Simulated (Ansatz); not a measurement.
Abridged output of a molecular run in Ansatz:

```
Functional definition: HF
2639 factors; integrals over basis functions are off by at most 1.1e-3 eV
mean field evaluation 1: about -28135.5554 eV, gradient 7.2e1 eV
mean field evaluation 2: about -28136.0645 eV, gradient 7.2e1 eV
mean field evaluation 4: about -28145.2020 eV, gradient 5.1e0 eV
mean field evaluation 8: about -28145.3153 eV, gradient 3.9e-1 eV
mean field -28145.31576781 eV, -1034.3212768866 hartree, gradient 5.7e-6 eV, S^2 0.000000; 0 other end points of the search recorded, 0 dependent functions left out
17 core orbitals not correlated: weight in the atoms' cores, before any rotation towards them, 1.000 or more for the frozen orbitals, at most 0.000 for the correlated occupied ones
reference -28145.31576781 eV, -1034.3212768866 hartree; 28, 28 occupied and 396, 396 virtual orbitals, 2639 factors
second order -48.08942635 eV of doubles, -0.00000000 eV of singles
cycle   1  -48.15606083 eV  change   -6.7e-2 eV  update   1.4e-1
cycle   2  -49.18061290 eV  change    -1.0e0 eV  update   3.7e-2
cycle   3  -49.40450410 eV  change   -2.2e-1 eV  update   1.8e-2
cycle   4  -49.37906590 eV  change    2.5e-2 eV  update   3.7e-3
cycle   5  -49.37770337 eV  change    1.4e-3 eV  update   1.7e-3
cycle   6  -49.37901175 eV  change   -1.3e-3 eV  update   4.7e-4
cycle   7  -49.37873865 eV  change    2.7e-4 eV  update   1.9e-4
cycle   8  -49.37861655 eV  change    1.2e-4 eV  update   5.4e-5
cycle   9  -49.37862931 eV  change   -1.3e-5 eV  update   2.1e-5
perturbative correction -1.77340279 eV, -0.0651713505 hartree
Total energy: -28196.46779990 eV, -1036.2010793942 hartree
```

Its atoms:

Z-matrix (Å, degrees):
```
C
O 1 1.408
H 1 1.097 2 111.6
H 1 1.091 2 108.4 3 -119.4
H 1 1.095 2 111.2 3 121.3
Si 2 1.635 1 123.1 3 -50.0
O 6 1.644 2 108.3 1 -61.9
C 6 1.846 2 107.8 1 177.9
H 6 1.488 2 109.2 1 54.8
Si 7 1.616 6 142.6 2 173.4
H 8 1.093 6 109.9 2 175.4
H 8 1.093 6 110.6 2 55.8
H 8 1.092 6 111.0 2 -64.4
O 10 1.629 7 114.5 6 -85.9
O 10 1.634 7 108.9 6 155.8
O 10 1.632 7 105.6 6 32.3
H 14 0.958 10 116.5 7 -87.2
H 15 0.958 10 117.0 7 -38.7
H 16 0.958 10 116.8 7 -167.1
```

(1) Which basis set was used?
A. cc-pV(D+d)Z
B. def2-TZVPP
C. def2-SVPD
D. def2-QZVPP

(2) Write the keys of the input that set method, charge and spin (a neutral closed shell needs none for the last two).

Answers

(1) B. It gives 441 functions.

(2) 
```yaml
correlation: {method: ccsd_t}
```
